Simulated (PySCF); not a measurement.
**Vibration and rotation of ZnH**

UHF-CCSD(T) constants of ZnH, ²Σ⁺ (doublet), unpaired electrons σ ↑ (basis Zn def2-TZVPPD, H def2-TZVPPD; no relativity; PySCF 2.14; masses 63.9291 and 1.0078 u):

```
ωe              : 1602.7 cm⁻¹
ωexe            : 43.9 cm⁻¹
Be              : 6.7206 cm⁻¹
αe              : 0.277 cm⁻¹
D (centrifugal) : 0.000473 cm⁻¹
De to Zn + H    : 1.03 eV
```

Question: Give the vibrational terms G(v) and spacings up to v = 3.

Answer: G(v) = ωe(v+½) − ωexe(v+½)².

| v | G(v) (cm⁻¹) | G(v) − G(v−1) | Bv (cm⁻¹) |
| --- | --- | --- | --- |
| 0 | 790 |  | 6.582 |
| 1 | 2305 | 1515 | 6.305 |
| 2 | 3732 | 1427 | 6.028 |
| 3 | 5072 | 1339 | 5.751 |

Question: How well does the Morse estimate ωe²/(4ωexe) reproduce De, and what is D0?

Answer: It gives 1.81 eV, 176 % of the computed De. D0 = De − G(0) = 1.03 − 0.10 = 0.93 eV.

Correlated steps freeze 5 core orbitals. The state was picked by a PBE0 search and need not be the measured ground state.
